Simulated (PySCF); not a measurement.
**Electronic structure of Ne (neon, neutral) at the BHandHLYP level**

Configuration: [He] 2s2 2p5 3s1, 3s spin antiparallel (an excited configuration). All numbers are calculated (PySCF 2.14, no relativity, point nucleus, in aug-cc-pVTZ with one added diffuse shell each of s, p, d, f type (6s5p4d3f, 62 functions)).

| Property | Result |
| --- | --- |
| Total energy | -128.3344 hartree |
| One-electron energy | -177.7142 hartree |
| Hartree (Coulomb) energy | 61.4893 hartree |
| Exchange-correlation energy | -12.1095 hartree |
| Kinetic energy | 127.92765 hartree |
| ⟨S²⟩ | 1.0014 |
| ⟨L²⟩ | 2.007 |
| Sum of ⟨r⟩ | 10.70 bohr |
| Sum of ⟨r²⟩ | 27.66 bohr² |
| Traceless quadrupole moment −½Σ⟨3z² − r²⟩ along its main axis | 0.253 e·bohr² |
| Density at the nucleus (Gaussians lack the cusp) | 599 bohr⁻³ |
| Spin density at the nucleus | -0.604 bohr⁻³ |
| Langevin diamagnetic susceptibility | -21.9 ×10⁻⁶ cm³/mol |

```csv
shell,electrons,mean orbital energy (eV),spread (eV),"rms radius, mean of both spins (bohr)"
1s α,1,-877.59,0,0.183
1s β,1,-876.39,0,0.183
2s α,1,-58.335,0,0.950
2s β,1,-54.483,0,0.950
2p α,3,-32.057,3.179,1.01
2p β,2,-29.871,0,1.01
3s β,1,-3.792,0,4.55
```

The outer electron is Rydberg-like, and this basis confines it to a smaller radius and binds it less than a complete one would. With the s spin flipped the determinant is a mixture of two multiplicities, not a spectroscopic state.
